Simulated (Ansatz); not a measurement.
`[OH][GaH][BH][SiH3]` + `[NH2][SbH2]` → `[SiH3][NH][SbH2]` + `[BH2][GaH][OH]`  (cleavage of the Si–B bond)

Calculated with Ansatz (gas phase, PBE0-D4/def2-TZVP geometries, no zero-point term in ΔE). CCSD(T)/CBS adds triple-zeta CCSD(T) − MP2 to the extrapolated MP2 energy (def2 sets, frozen cores). DFT in def2-TZVPP. def2 core potentials past Kr. For Ga, Sb outer-core shells are correlated without core-valence functions, which leaves a few kJ/mol of doubt a bond. Scalar relativity is left out up to krypton. Each species was taken in one conformer, which may not be the lowest.

`[OH][GaH][BH][SiH3]`:

Cartesian coordinates in Å:
```
O 0.468 0.059 -2.649
Ga 0.586 1.050 -1.154
B 0.744 -0.032 0.605
Si -0.829 -0.804 1.579
H 0.385 0.582 -3.449
H 0.515 2.607 -1.376
H 1.831 -0.264 1.054
H -0.931 -2.194 1.035
H -2.117 -0.112 1.300
H -0.652 -0.893 3.055
```

`[NH2][SbH2]`:

Cartesian coordinates in Å:
```
N -0.007 0.301 1.010
Sb 0.550 0.424 -0.944
H -0.657 -0.449 1.206
H 0.798 0.183 1.612
H 0.353 -1.226 -1.401
H -1.037 0.768 -1.483
```

`[SiH3][NH][SbH2]`:

Cartesian coordinates in Å:
```
Si 0.204 -0.915 -0.783
N -0.680 -0.307 0.561
Sb -0.456 1.521 1.409
H -0.071 -0.192 -2.059
H -0.142 -2.350 -0.980
H 1.658 -0.773 -0.503
H -1.572 -0.727 0.770
H -0.175 2.384 -0.052
H 1.234 1.358 1.637
```

`[BH2][GaH][OH]`:

```xyz
7

B    -1.257   -0.383    0.430
Ga    0.575   -0.278   -0.556
O     1.723    1.052   -0.172
H    -2.237    0.155    0.003
H    -1.392   -0.991    1.452
H     1.175   -1.221   -1.653
H     1.413    1.666    0.496
```

(1) Is it downhill or uphill in electronic energy at CCSD(T)/CBS, and by how much? (Best estimate.)

(2) What do these levels give: PBE-D4, B97M-V, PBE-QIDH, PBE, PBE0, r2SCAN0, BHLYP, MP2/def2-TZVPP, SCS-MP2/def2-TZVPP, HF/CBS(def2), MP2/CBS(def2), CCSD/CBS(def2)? (Estimate.)

(3) What do rigid-rotor, harmonic-oscillator terms from PBE0-D4/def2-TZVP frequencies (298.15 K, 1 bar) make of the CCSD(T)/CBS value? (Estimate.)

Largest T1 diagnostic among the species: 0.015.

Results:

(1) Computed: Downhill: ΔE = -61.7 kJ/mol.

(2) Ansatz gave: PBE-D4 -41.4, B97M-V -50.4, PBE-QIDH -59.2, PBE -39.2, PBE0 -46.5, r2SCAN0 -56.4, BHLYP -65.1, MP2/def2-TZVPP -70.3, SCS-MP2/def2-TZVPP -71.4, HF/CBS(def2) -77.0, MP2/CBS(def2) -71.4, CCSD/CBS(def2) -63.2 kJ/mol.

(3) Computed: ΔZPE = -4.1 kJ/mol, ΔH = -66.1 kJ/mol, ΔS = -3 J/(mol·K), ΔG = -65.0 kJ/mol.

In def2-TZVPP, CCSD(T) changes the Hartree–Fock value by +13.8 kJ/mol (the triples alone add +1.5 kJ/mol) and MP2 by +4.1 kJ/mol. At CCSD(T), def2-SVP lies +5.5 kJ/mol from the extrapolated value and def2-TZVPP +1.1 kJ/mol.
